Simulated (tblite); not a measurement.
C₆H₁₀AsN.
Numbering: `[N:1]#[C:2][CH2:3][C@@H:4]1[CH2:5][CH2:6][CH2:7][AsH:8]1` (hydrogens: H9, H10 on C3; H11 on C4; H12, H13 on C5; H14, H15 on C6; H16, H17 on C7; H18 on As8)

Computed with GFN2-xTB (tblite), gas phase: L-BFGS steps from a force-field or distance-geometry start until the largest atomic force falls under 0.01 eV/Å.

Step 34: E = -631.0789 eV
```
atom  x, y, z in Å  |  force x, y, z in eV/Å
N1     -3.6234    1.0932   -0.2550    0.033  -0.048   0.036
C2     -2.8664    0.3994    0.2495    0.018  -0.014  -0.014
C3     -1.8698   -0.4369    0.8709    0.008   0.004  -0.016
C4     -0.4635    0.1137    0.5909   -0.008  -0.009   0.042
C5     -0.1478    0.2525   -0.8984    0.042   0.006   0.056
C6      1.3500    0.5102   -1.0028    0.032  -0.006   0.006
C7      2.0688   -0.6313   -0.2879    0.002  -0.002  -0.009
As8     1.0029   -1.0629    1.3381    0.024   0.017  -0.045
H9     -2.0607   -0.4536    1.9521    0.032  -0.013  -0.052
H10    -1.9695   -1.4610    0.4896    0.001   0.060  -0.034
H11    -0.3830    1.0993    1.0624   -0.016   0.017  -0.026
H12    -0.3898   -0.6802   -1.4221   -0.032   0.068   0.022
H13    -0.7198    1.0680   -1.3495   -0.019  -0.078  -0.003
H14     1.5784    1.4579   -0.5049    0.006  -0.025  -0.036
H15     1.6751    0.5866   -2.0434   -0.037   0.015   0.022
H16     3.1017   -0.3659   -0.0546   -0.014  -0.040   0.060
H17     2.1028   -1.5204   -0.9260   -0.059   0.014  -0.015
H18     1.6052    0.0377    2.1795   -0.011   0.034   0.006
```

Step 35: E = -631.0803 eV
```
atom  x, y, z in Å  |  force x, y, z in eV/Å
N1     -3.6220    1.0932   -0.2517   -0.010  -0.010   0.007
C2     -2.8650    0.3986    0.2508    0.035  -0.027  -0.001
C3     -1.8682   -0.4376    0.8701    0.027   0.011  -0.023
C4     -0.4628    0.1146    0.5906   -0.004   0.012   0.037
C5     -0.1458    0.2521   -0.8993    0.004   0.003   0.073
C6      1.3517    0.5125   -1.0002   -0.013  -0.006  -0.008
C7      2.0648   -0.6334   -0.2875    0.020   0.021  -0.022
As8     1.0034   -1.0578    1.3416    0.001  -0.036  -0.059
H9     -2.0595   -0.4567    1.9507    0.033  -0.024  -0.043
H10    -1.9647   -1.4591    0.4833   -0.010   0.030  -0.026
H11    -0.3828    1.1004    1.0616   -0.023   0.027  -0.027
H12    -0.3857   -0.6833   -1.4196   -0.019   0.073   0.018
H13    -0.7227    1.0629   -1.3541    0.004  -0.078   0.012
H14     1.5777    1.4603   -0.5007    0.012  -0.043  -0.036
H15     1.6769    0.5903   -2.0405   -0.025   0.017   0.020
H16     3.0986   -0.3732   -0.0554    0.014  -0.045   0.055
H17     2.0914   -1.5205   -0.9290   -0.052   0.012   0.003
H18     1.6060    0.0432    2.1777    0.004   0.062   0.017
```

Step 36: E = -631.0817 eV
```
atom  x, y, z in Å  |  force x, y, z in eV/Å
N1     -3.6208    1.0931   -0.2474   -0.049   0.025  -0.020
C2     -2.8632    0.3978    0.2521    0.039  -0.028   0.007
C3     -1.8663   -0.4384    0.8686    0.041   0.013  -0.024
C4     -0.4624    0.1154    0.5906    0.010   0.031   0.023
C5     -0.1435    0.2512   -0.8990   -0.031   0.000   0.066
C6      1.3534    0.5147   -0.9972   -0.047  -0.006  -0.018
C7      2.0612   -0.6355   -0.2877    0.033   0.033  -0.024
As8     1.0045   -1.0524    1.3444   -0.014  -0.068  -0.045
H9     -2.0573   -0.4599    1.9485    0.028  -0.035  -0.021
H10    -1.9609   -1.4568    0.4765   -0.016  -0.008  -0.021
H11    -0.3841    1.1021    1.0592   -0.025   0.038  -0.018
H12    -0.3813   -0.6858   -1.4169   -0.006   0.054   0.014
H13    -0.7255    1.0554   -1.3592    0.019  -0.054   0.027
H14     1.5769    1.4615   -0.4952    0.020  -0.043  -0.026
H15     1.6788    0.5961   -2.0366   -0.013   0.014   0.005
H16     3.0963   -0.3826   -0.0561    0.038  -0.044   0.043
H17     2.0784   -1.5206   -0.9325   -0.039   0.008   0.018
H18     1.6071    0.0512    2.1761    0.011   0.069   0.014
```

Step 37: E = -631.0829 eV
```
atom  x, y, z in Å  |  force x, y, z in eV/Å
N1     -3.6199    1.0931   -0.2433   -0.065   0.038  -0.033
C2     -2.8612    0.3969    0.2530    0.025  -0.012   0.006
C3     -1.8639   -0.4390    0.8668    0.036   0.007  -0.020
C4     -0.4618    0.1170    0.5912    0.022   0.039   0.010
C5     -0.1419    0.2503   -0.8976   -0.044  -0.002   0.037
C6      1.3540    0.5165   -0.9946   -0.052  -0.006  -0.021
C7      2.0586   -0.6368   -0.2885    0.033   0.028  -0.015
As8     1.0054   -1.0482    1.3462   -0.013  -0.059  -0.015
H9     -2.0547   -0.4637    1.9458    0.020  -0.044   0.002
H10    -1.9573   -1.4548    0.4695   -0.015  -0.035  -0.018
H11    -0.3868    1.1053    1.0563   -0.020   0.044  -0.002
H12    -0.3775   -0.6873   -1.4138    0.002   0.018   0.010
H13    -0.7276    1.0475   -1.3636    0.019  -0.012   0.038
H14     1.5765    1.4616   -0.4904    0.025  -0.026  -0.010
H15     1.6799    0.6019   -2.0329   -0.005   0.008  -0.016
H16     3.0954   -0.3922   -0.0568    0.047  -0.040   0.025
H17     2.0652   -1.5207   -0.9351   -0.021   0.002   0.026
H18     1.6088    0.0590    2.1762    0.007   0.051  -0.003
```

**Question.** Estimate the geometry and energy of step 38. (The exact step hangs on the optimiser's Hessian estimate; all steps are aligned on step 37, rigid shifts and turns removed.)

**Answer.** E = -631.0838 eV, largest force 0.062 eV/Å
```
atom  x, y, z in Å  |  force x, y, z in eV/Å
N1     -3.6197    1.0930   -0.2410   -0.051   0.024  -0.026
C2     -2.8598    0.3963    0.2531    0.003   0.011  -0.001
C3     -1.8615   -0.4394    0.8651    0.013  -0.002  -0.013
C4     -0.4611    0.1195    0.5924    0.019   0.030   0.004
C5     -0.1415    0.2501   -0.8956   -0.029  -0.002   0.007
C6      1.3536    0.5174   -0.9936   -0.026  -0.005  -0.016
C7      2.0576   -0.6369   -0.2892    0.020   0.012   0.001
As8     1.0055   -1.0464    1.3471   -0.001  -0.018   0.010
H9     -2.0528   -0.4676    1.9437    0.014  -0.045   0.009
H10    -1.9543   -1.4539    0.4641   -0.008  -0.038  -0.013
H11    -0.3896    1.1093    1.0545   -0.012   0.038   0.010
H12    -0.3754   -0.6876   -1.4109    0.001  -0.014   0.008
H13    -0.7285    1.0424   -1.3660    0.007   0.027   0.040
H14     1.5769    1.4613   -0.4886    0.024  -0.008   0.002
H15     1.6798    0.6050   -2.0313   -0.006   0.002  -0.029
H16     3.0960   -0.3988   -0.0574    0.039  -0.034   0.008
H17     2.0558   -1.5207   -0.9358   -0.003  -0.002   0.025
H18     1.6103    0.0633    2.1779   -0.004   0.024  -0.023
```

The energy changes by -0.0008 eV. The first-order estimate −F·Δx gives -0.0012 eV and the mean of the old and new forces, exact on a quadratic surface, -0.0008 eV. The step makes an angle of 71° with the force vector and moves no atom by more than 0.009 Å.

What follows is the cost of the whole relaxation. The run took 0.62 s on an Arm Neoverse V2 with one thread, shared host.
